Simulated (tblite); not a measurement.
Species: C4H11BO.
Numbering: `[CH3:1][O:2][CH2:3][B:4]([CH3:5])[CH3:6]` (hydrogens: H7, H8, H9 on C1; H10, H11 on C3; H12, H13, H14 on C5; H15, H16, H17 on C6)

Computed with GFN2-xTB (tblite), gas phase: Langevin dynamics at 200 K from the optimised GFN2-xTB geometry, time step 0.5 fs, friction 0.01 fs⁻¹, 2000 steps.

Start geometry:
```
atom  x, y, z in Å
C1      2.630   -0.879   -0.424
O2      1.273   -0.933   -0.084
C3      0.603    0.304   -0.276
B4     -0.926    0.279    0.148
C5     -1.546   -1.030    0.751
C6     -1.779    1.591   -0.037
H7      3.035   -1.879   -0.274
H8      2.771   -0.585   -1.473
H9      3.175   -0.168    0.212
H10     1.127    1.093    0.293
H11     0.699    0.606   -1.335
H12    -2.569   -0.929    1.105
H13    -0.931   -1.405    1.566
H14    -1.526   -1.818    0.000
H15    -1.284    2.372   -0.609
H16    -2.022    2.010    0.939
H17    -2.736    1.382   -0.512
```

The statistics below take the 31 frames saved every 25 fs from 250 to 1000 fs; their kinetic temperature (all 3N coordinates) averages 221 K.

Task: Give the mean, spread and extremes of the bond lengths.

Result: 
```csv
bond,start (Å),mean (Å),standard deviation (Å),shortest (Å),longest (Å)
C1–O2,1.400,1.411,0.030,1.354,1.509
O2–C3,1.419,1.427,0.027,1.360,1.482
C3–B4,1.587,1.589,0.033,1.527,1.649
B4–C5,1.568,1.570,0.025,1.528,1.612
B4–C6,1.576,1.579,0.027,1.519,1.647
C1–H7,1.089,1.090,0.021,1.058,1.139
C1–H8,1.099,1.103,0.020,1.065,1.145
C1–H9,1.099,1.099,0.031,1.042,1.162
C3–H10,1.105,1.119,0.055,1.043,1.242
C3–H11,1.105,1.105,0.032,1.042,1.173
C5–H12,1.087,1.092,0.019,1.049,1.133
C5–H13,1.088,1.095,0.027,1.047,1.150
C5–H14,1.089,1.091,0.026,1.041,1.164
C6–H15,1.087,1.091,0.023,1.041,1.135
C6–H16,1.090,1.095,0.023,1.050,1.153
C6–H17,1.088,1.093,0.022,1.055,1.145
```

Task: Give the same statistics for bond angles, one of each kind among heavy atoms.

Result: 
| angle | start (°) | mean (°) | standard deviation (°) | smallest (°) | largest (°) |
| --- | --- | --- | --- | --- | --- |
| C1–O2–C3 | 113.0 | 114.2 | 3.2 | 107.0 | 121.1 |
| O2–C3–B4 | 113.9 | 113.5 | 3.1 | 108.5 | 119.5 |
| C3–B4–C5 | 119.7 | 120.1 | 3.4 | 112.4 | 126.3 |
| C5–B4–C6 | 121.8 | 121.1 | 3.2 | 114.9 | 129.3 |

Task: How far does each atom move about its mean position (frames aligned on the start, all atoms weighted alike), and what rms force does it feel?

Result: 
| atom | rms displacement (Å) | rms force (eV/Å) |
| --- | --- | --- |
| C1 | 0.17 | 1.56 |
| O2 | 0.17 | 1.29 |
| C3 | 0.27 | 2.04 |
| B4 | 0.12 | 1.38 |
| C5 | 0.13 | 1.47 |
| C6 | 0.14 | 1.36 |
| H7 | 0.42 | 0.75 |
| H8 | 0.36 | 0.72 |
| H9 | 0.31 | 1.03 |
| H10 | 0.50 | 1.36 |
| H11 | 0.48 | 0.95 |
| H12 | 0.93 | 0.68 |
| H13 | 1.03 | 0.89 |
| H14 | 1.01 | 0.87 |
| H15 | 0.86 | 0.80 |
| H16 | 0.71 | 0.78 |
| H17 | 0.87 | 0.73 |

The displacements run from 0.12 to 1.03 Å, the largest at H13.

Task: Follow the torsions C1–O2–C3–B4 and O2–C3–B4–C5 through every second one of these frames.

Result: 
| t (fs) | C1–O2–C3–B4 (°) | O2–C3–B4–C5 (°) |
| --- | --- | --- |
| 250 | 180 | -9 |
| 300 | -174 | -9 |
| 350 | 176 | 6 |
| 400 | -177 | -3 |
| 450 | 171 | 17 |
| 500 | 165 | 10 |
| 550 | 148 | 18 |
| 600 | 146 | -3 |
| 650 | 158 | -20 |
| 700 | -172 | -27 |
| 750 | -148 | -51 |
| 800 | -167 | -22 |
| 850 | -174 | -16 |
| 900 | -177 | -3 |
| 950 | 180 | -11 |
| 1000 | -179 | -25 |

Largest departure from the start value over all these frames: C1–O2–C3–B4 36° (start -178°), O2–C3–B4–C5 52° (start 1°).

Task: How widely does the potential energy scatter, against a harmonic estimate?

Result: Mean 0.43 eV above the start, standard deviation 0.104 eV, range 0.21 to 0.60 eV. For 45 classical harmonic modes at 200 K the canonical values are 45kT/2 = 0.39 eV and kT·√(45/2) = 0.082 eV.

The run is classical and short, so these are rough statistics of one trajectory.

What follows is the cost of the whole dynamics run. On Intel Xeon at 2.60 GHz, one thread, on a shared host, this took 10 s wall and 0.18 GiB of memory at its peak.
